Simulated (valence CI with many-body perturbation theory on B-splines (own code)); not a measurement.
## E1 transitions of In34+

Level of theory: configuration interaction combined with many-body perturbation theory (CI+MBPT): five valence electrons over a frozen Dirac-Fock core [Ne], a basis of 9 s, 9 p, 8 d, 6 f, 3 g, 1 h functions for each j, with the one-electron correlation potential Σ1 (screened to all orders), the two-electron term Σ2, the three-electron term Σ3, Breit, model QED; selected single and double excitations, second order for the rest (own B-spline code, finite nucleus).

No measured spectrum was set against this ion. As an estimate, large intervals hold to a few tenths of a per cent, small ones and those within an open d or f shell to about a per cent. Among the levels kept, up to 580 cm⁻¹ of a level comes from second order outside the variational space, and about a tenth of that is noise between levels of different J, which matters for small intervals.

Lines 101 to 150 of 206 in falling wavelength, among levels below 2319500 cm⁻¹, chosen from the strongest by gf and those to the six lowest levels. Wavelengths and rates use the calculated energies. Electric multipoles are in the length gauge, E1 and E2 with the static RPA response of the core. Weak lines are less certain than strong ones. Lines between different terms over intervals too small for the method are left out, as are lines whose strength nearly cancels. The highest levels of a list are the least certain.

Levels are named by their leading jj configuration (3d3/2^4 stands for four electrons in 3d with j = 3/2), which in mixed levels can hold well under half, so a name can repeat and another be missing. Letters in brackets count levels of one name in rising energy.

| λ vac (Å) | Upper | Lower | A (s⁻¹) | log gf | Branch % |
| --- | --- | --- | --- | --- | --- |
| 95.92 | (3s 3p1/2^2 3p3/2 3d5/2) J=5/2 | (3s 3p1/2^2 3p3/2^2) J=3/2 | 5.10e+08 | -2.37 | 1.4 |
| 95.69 | (3s 3p1/2^2 3p3/2 3d5/2) J=5/2 | (3s^2 3p1/2^2 3d5/2) J=5/2 | 1.10e+09 | -2.04 | 3.1 |
| 95.49 | (3s 3p1/2^2 3p3/2 3d5/2) J=3/2 | (3s 3p1/2^2 3p3/2^2) J=3/2 | 3.13e+08 | -2.77 | 0.7 |
| 94.39 | (3s 3p1/2^2 3p3/2^2) J=5/2 | (3s^2 3p1/2^2 3p3/2) J=3/2 | 2.58e+09 | -1.68 | 34.9 |
| 93.92 | (3s^2 3p1/2^2 3d3/2) J=3/2 | (3s^2 3p1/2^2 3p3/2) J=3/2 | 1.14e+07 | -4.22 | 1.4 |
| 93.79 | (3s 3p1/2^2 3p3/2 3d3/2) J=5/2 | (3s 3p1/2^2 3p3/2^2) J=5/2 | 1.97e+09 | -1.81 | 22.7 |
| 93.72 | (3s^2 3p1/2 3p3/2 3d3/2) J=7/2 | (3s^2 3p1/2 3p3/2^2) J=5/2 | 2.14e+08 | -2.65 | 100.0 |
| 93.67 | (3s 3p1/2^2 3p3/2 3d3/2) J=3/2 [a] | (3s^2 3p1/2^2 3d3/2) J=3/2 | 2.96e+08 | -2.81 | 2.7 |
| 93.47 | (3s^2 3p1/2 3p3/2 3d3/2) J=3/2 [a] | (3s^2 3p1/2 3p3/2^2) J=3/2 | 8.49e+08 | -2.35 | 6.6 |
| 93.32 | (3s^2 3p1/2 3p3/2 3d3/2) J=5/2 [a] | (3s^2 3p1/2 3p3/2^2) J=3/2 | 7.68e+07 | -3.22 | 6.7 |
| 93.21 | (3s 3p1/2^2 3p3/2 3d3/2) J=3/2 [a] | (3s 3p1/2^2 3p3/2^2) J=5/2 | 3.40e+09 | -1.75 | 30.5 |
| 92.67 | (3s^2 3p1/2 3p3/2 3d3/2) J=1/2 [a] | (3s^2 3p1/2 3p3/2^2) J=3/2 | 7.96e+07 | -3.69 | 1.8 |
| 92.03 | (3s 3p1/2^2 3p3/2 3d3/2) J=7/2 | (3s 3p1/2^2 3p3/2^2) J=5/2 | 6.61e+08 | -2.17 | 11.8 |
| 91.99 | (3s 3p1/2 3p3/2^3) J=3/2 [a] | (3s^2 3p1/2 3p3/2^2) J=3/2 | 6.92e+09 | -1.45 | 80.4 |
| 91.78 | (3s^2 3p1/2 3p3/2 3d5/2) J=5/2 [a] | (3s^2 3p1/2 3p3/2^2) J=5/2 | 3.12e+09 | -1.63 | 67.3 |
| 90.79 | (3s^2 3p3/2^2 3d5/2) J=1/2 | (3s^2 3p3/2^3) J=3/2 | 5.66e+09 | -1.85 | 16.0 |
| 90.17 | (3s^2 3p1/2 3p3/2 3d5/2) J=7/2 [a] | (3s^2 3p1/2 3p3/2^2) J=5/2 | 1.08e+08 | -2.98 | 99.6 |
| 88.85 | (3s 3p1/2 3p3/2^3) J=1/2 | (3s^2 3p1/2 3p3/2^2) J=1/2 | 4.62e+09 | -1.96 | 2.7 |
| 87.93 | (3s^2 3p1/2 3p3/2 3d5/2) J=3/2 [a] | (3s^2 3p1/2 3p3/2^2) J=1/2 | 4.24e+08 | -2.71 | 0.6 |
| 87.18 | (3s^2 3p1/2 3p3/2 3d5/2) J=5/2 [a] | (3s^2 3p1/2 3p3/2^2) J=3/2 | 4.12e+06 | -4.55 | 0.1 |
| 86.57 | (3s^2 3p3/2^2 3d3/2) J=1/2 | (3s^2 3p3/2^3) J=3/2 | 6.21e+09 | -1.86 | 1.5 |
| 86.36 | (3s^2 3p3/2^2 3d3/2) J=5/2 | (3s^2 3p3/2^3) J=3/2 | 5.34e+09 | -1.45 | 1.4 |
| 86.13 | (3s^2 3p3/2^2 3d3/2) J=3/2 [a] | (3s^2 3p3/2^3) J=3/2 | 1.70e+08 | -3.12 | 0.0 |
| 85.94 | (3s^2 3p1/2 3p3/2 3d3/2) J=3/2 [b] | (3s^2 3p1/2 3p3/2^2) J=1/2 | 8.52e+08 | -2.42 | 0.2 |
| 85.79 | (3s 3p1/2^2 3p3/2 3d3/2) J=3/2 [b] | (3s^2 3p1/2^2 3d3/2) J=3/2 | 2.35e+10 | -0.98 | 63.0 |
| 85.41 | (3s 3p1/2^2 3p3/2 3d3/2) J=3/2 [b] | (3s 3p1/2^2 3p3/2^2) J=5/2 | 2.21e+09 | -2.01 | 5.9 |
| 83.92 | (3s^2 3p1/2 3p3/2 3d5/2) J=5/2 [b] | (3s^2 3p1/2 3p3/2^2) J=5/2 | 6.62e+08 | -2.38 | 0.3 |
| 83.31 | (3s^2 3p1/2 3p3/2 3d3/2) J=1/2 [b] | (3s^2 3p1/2 3p3/2^2) J=1/2 | 1.52e+09 | -2.50 | 0.5 |
| 82.76 | (3s^2 3p1/2 3p3/2 3d5/2) J=3/2 [a] | (3s^2 3p1/2 3p3/2^2) J=5/2 | 8.14e+09 | -1.48 | 11.3 |
| 81.60 | (3s 3p1/2^2 3p3/2^2) J=1/2 | (3s^2 3p1/2^2 3p3/2) J=3/2 | 3.80e+10 | -1.12 | 84.4 |
| 81.58 | (3s 3p1/2^2 3p3/2 3d5/2) J=3/2 | (3s^2 3p1/2^2 3d3/2) J=3/2 | 6.38e+09 | -1.59 | 14.8 |
| 81.55 | (3s 3p1/2^2 3p3/2 3d5/2) J=5/2 | (3s 3p1/2^2 3p3/2^2) J=5/2 | 2.49e+10 | -0.83 | 70.0 |
| 81.23 | (3s 3p1/2^2 3p3/2 3d5/2) J=3/2 | (3s 3p1/2^2 3p3/2^2) J=5/2 | 1.56e+10 | -1.21 | 36.2 |
| 80.99 | (3s^2 3p1/2 3p3/2 3d3/2) J=3/2 [b] | (3s^2 3p1/2 3p3/2^2) J=5/2 | 5.19e+09 | -1.69 | 1.0 |
| 80.60 | (3s^2 3p1/2^2 3d5/2) J=5/2 | (3s^2 3p1/2^2 3p3/2) J=3/2 | 4.60e+10 | -0.57 | 96.5 |
| 80.44 | (3s 3p1/2^2 3p3/2^2) J=3/2 | (3s^2 3p1/2^2 3p3/2) J=3/2 | 6.22e+10 | -0.62 | 87.2 |
| 80.06 | (3s^2 3p1/2 3p3/2 3d5/2) J=5/2 [b] | (3s^2 3p1/2 3p3/2^2) J=3/2 | 3.14e+10 | -0.74 | 13.0 |
| 79.74 | (3s 3p1/2 3p3/2^3) J=1/2 | (3s^2 3p1/2 3p3/2^2) J=3/2 | 3.54e+10 | -1.17 | 20.5 |
| 79.38 | (3s^2 3p1/2 3p3/2 3d5/2) J=3/2 [b] | (3s^2 3p1/2 3p3/2^2) J=1/2 | 1.85e+10 | -1.16 | 10.2 |
| 79.34 | (3s^2 3p3/2^2 3d3/2) J=3/2 [b] | (3s^2 3p3/2^3) J=3/2 | 2.00e+10 | -1.12 | 6.1 |
| 79.00 | (3s^2 3p1/2 3p3/2 3d5/2) J=3/2 [a] | (3s^2 3p1/2 3p3/2^2) J=3/2 | 6.27e+10 | -0.63 | 86.7 |
| 78.90 | (3s^2 3p3/2^2 3d5/2) J=5/2 [a] | (3s^2 3p3/2^3) J=3/2 | 5.01e+07 | -3.55 | 1.9 |
| 78.85 | (3s^2 3p1/2 3p3/2 3d3/2) J=5/2 [b] | (3s^2 3p1/2 3p3/2^2) J=5/2 | 4.71e+10 | -0.58 | 22.5 |
| 78.53 | (3s^2 3p1/2 3p3/2 3d5/2) J=7/2 [b] | (3s^2 3p1/2 3p3/2^2) J=5/2 | 6.51e+10 | -0.32 | 100.0 |
| 77.45 | (3s 3p1/2 3p3/2^3) J=3/2 [b] | (3s^2 3p1/2 3p3/2^2) J=1/2 | 4.89e+10 | -0.76 | 20.6 |
| 77.39 | (3s^2 3p1/2 3p3/2 3d3/2) J=3/2 [b] | (3s^2 3p1/2 3p3/2^2) J=3/2 | 9.96e+08 | -2.45 | 0.2 |
| 75.44 | (3s^2 3p1/2 3p3/2 3d3/2) J=5/2 [b] | (3s^2 3p1/2 3p3/2^2) J=3/2 | 1.05e+10 | -1.27 | 5.0 |
| 75.25 | (3s^2 3p1/2 3p3/2 3d3/2) J=1/2 [b] | (3s^2 3p1/2 3p3/2^2) J=3/2 | 4.86e+10 | -1.08 | 15.1 |
| 75.14 | (3s^2 3p1/2 3p3/2 3d5/2) J=3/2 [b] | (3s^2 3p1/2 3p3/2^2) J=5/2 | 1.06e+11 | -0.45 | 58.0 |
| 74.67 | (3s^2 3p1/2 3p3/2 3d5/2) J=5/2 [c] | (3s^2 3p1/2 3p3/2^2) J=5/2 | 8.82e+10 | -0.35 | 32.0 |

(1) How does gf follow from A for the line at 85.79 Å?

Answers

(1) gf = 1.4992 × (2J+1)_upper × A / σ², with σ = 1165592 cm⁻¹ and 2J+1 = 4: gf = 0.104.
